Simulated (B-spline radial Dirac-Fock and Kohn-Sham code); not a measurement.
Z = 15 (phosphorus), transition energy 155 keV. The computed values come from a radial atomic solver: a Dirac-Hartree-Slater potential of the neutral atom with a Latter tail (no hole, which puts coefficients of high multipoles low close above an edge), finite nucleus with surface currents. Subshells that would emit electrons below 1 keV are left out.

Question: A pure transition shows α(K) = 0.0111, L1/L2 = 56.2 and L1/L3 = 99.8. What is its multipolarity?
A. E1
B. E2
C. M1
D. M3
E. E4
F. E3
G. M4
H. M2

Answer: H. For comparison, α(K), L1/L2, L1/L3 are E1 0.00246, 207, 109; E2 0.0222, 82.1, 53.9; E3 0.168, 33.2, 24.8; E4 1.21, 16.5, 13.0; M1 0.00152, 113, 192; M3 0.0801, 33.5, 39.4; M4 0.581, 22.4, 19.3.
